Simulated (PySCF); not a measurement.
Breaking a bond: C₂, singlet.

Computed with: UHF/6-31G (PySCF); RHF/6-31G (PySCF); UKS-B3LYP = unrestricted B3LYP/6-31G run with PySCF; RKS-B3LYP = restricted B3LYP/6-31G run with PySCF; UKS-CAM-B3LYP = unrestricted CAM-B3LYP/6-31G run with PySCF 2.14.0; RKS-CAM-B3LYP = restricted CAM-B3LYP/6-31G run with PySCF; UKS-B3LYP/6-31G* = unrestricted B3LYP/6-31G*, spherical d in PySCF; RKS-B3LYP/6-31G* = restricted B3LYP/6-31G*, spherical d run with PySCF 2.14.0.

Scanned distances (Å): 0.92, 1.01, 1.05, 1.13, 1.16, 1.21, 1.25, 1.28, 1.33, 1.36, 1.44, 1.53, 1.70, 1.88, 2.07, 2.24, 2.52, 2.73, 3.02, 3.33, 3.70, 4.34, 5.03.

Question: Where does the unrestricted solution first break spin symmetry (<S²> of 0.01 or more)?

Answer: UHF: already at 0.92 Å; UKS-B3LYP: already at 0.92 Å; UKS-CAM-B3LYP: already at 0.92 Å; UKS-B3LYP/6-31G*: already at 0.92 Å.

| R / Å | <S²> UHF | E(RHF) − E(UHF) / kJ/mol | <S²> UKS-B3LYP | E(RKS-B3LYP) − E(UKS-B3LYP) / kJ/mol | <S²> UKS-CAM-B3LYP | E(RKS-CAM-B3LYP) − E(UKS-CAM-B3LYP) / kJ/mol | <S²> UKS-B3LYP/6-31G* | E(RKS-B3LYP/6-31G*) − E(UKS-B3LYP/6-31G*) / kJ/mol |
|---|---|---|---|---|---|---|---|---|
| 0.92 | 1.10 | 384.1 | 0.97 | 135.3 | 0.98 | 167.2 | 0.96 | 127.3 |
| 1.01 | 1.20 | 368.8 | 0.93 | 107.5 | 0.96 | 139.7 | 0.92 | 100.5 |
| 1.05 | 1.26 | 362.1 | 0.91 | 95.8 | 0.95 | 127.8 | 0.89 | 89.2 |
| 1.13 | 1.44 | 351.9 | 0.87 | 74.5 | 0.93 | 105.4 | 0.84 | 68.7 |
| 1.16 | 1.52 | 349.8 | 0.85 | 67.2 | 0.92 | 97.5 | 0.86 | 45.6 |
| 1.21 | 1.66 | 348.7 | 0.82 | 55.9 | 0.91 | 85.1 | 0.94 | 60.5 |
| 1.25 | 1.78 | 349.9 | 0.94 | 59.8 | 1.01 | 80.5 | 0.98 | 72.7 |
| 1.28 | 1.86 | 351.9 | 0.98 | 68.4 | 1.03 | 90.3 | 1.01 | 81.7 |
| 1.33 | 2.00 | 356.9 | 1.02 | 82.8 | 1.06 | 106.2 | 1.04 | 96.7 |
| 1.36 | 2.07 | 360.8 | 1.03 | 91.3 | 1.07 | 115.4 | 1.05 | 105.4 |
| 1.44 | 2.24 | 373.4 | 1.06 | 112.9 | 1.08 | 138.3 | 1.06 | 127.3 |
| 1.53 | 2.37 | 389.6 | 1.05 | 134.7 | 1.06 | 160.4 | 1.04 | 149.0 |
| 1.70 | 2.47 | 425.6 | 1.00 | 175.3 | 1.25 | 195.0 | 1.00 | 199.4 |
| 1.88 | 1.94 | 500.4 | 1.00 | 216.7 | 1.51 | 240.0 | 1.00 | 234.3 |
| 2.07 | 2.00 | 602.3 | 1.02 | 241.1 | 1.64 | 288.1 | 1.02 | 253.0 |
| 2.24 | 2.01 | 701.0 | 1.66 | 267.5 | 1.73 | 330.8 | 1.67 | 276.6 |
| 2.52 | 2.01 | 843.2 | 1.80 | 312.3 | 1.86 | 405.9 | 1.81 | 318.4 |
| 2.73 | 2.01 | 930.3 | 1.88 | 344.2 | 1.92 | 458.7 | 1.89 | 349.6 |
| 3.02 | 2.00 | 1025.2 | 1.94 | 381.3 | 1.96 | 519.7 | 1.90 | — |
| 3.33 | 2.00 | 1100.4 | 1.97 | 410.5 | 1.98 | 569.3 | 1.96 | — |
| 3.70 | 2.00 | 1164.6 | 1.99 | 433.7 | 2.00 | 611.9 | 2.00 | — |
| 4.34 | 2.00 | 1235.5 | 2.00 | 455.7 | 2.00 | 658.7 | 2.01 | — |
| 5.03 | 2.00 | 1282.6 | 2.00 | 467.5 | 2.00 | 689.6 | 2.01 | — |

Dashes: no converged value, or the column stops at the first point that the program doubted or that broke a chosen test of continuity, which isn't proof of a fault.
